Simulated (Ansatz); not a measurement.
Basis-set extrapolation for C₂H₆BF (`CB(C)F`) (PBE0-D4/def2-TZVP geometry, frozen core, Ansatz 0.2.0). Multiplicity 1, RHF reference.

```
                      def2-TZVPP   def2-QZVPP
                 HF  -203.517911  -203.527294
    MP2 correlation    -0.702917    -0.755899
CCSD(T) correlation    -0.763196      not run
```

Energies in hartree. Use E(X) = E(∞) + A·exp(−7.88·√X) for Hartree–Fock and E(X) = E(∞) + B·X^(−2.97) for correlation, with X = 3 and 4, and add CCSD(T) minus MP2 of the smaller set to the MP2 limit.

What is the CCSD(T) energy at the basis-set limit?

HF limit: -203.527294 + (-0.009383) × 0.13774 = -203.52859. MP2 limit: -0.755899 + (-0.052982) × 0.74074 = -0.79514. Higher-order term: -0.763196 − (-0.702917) = -0.06028. Total: -204.38401 hartree, 2.80 eV below CCSD(T)/def2-TZVPP.
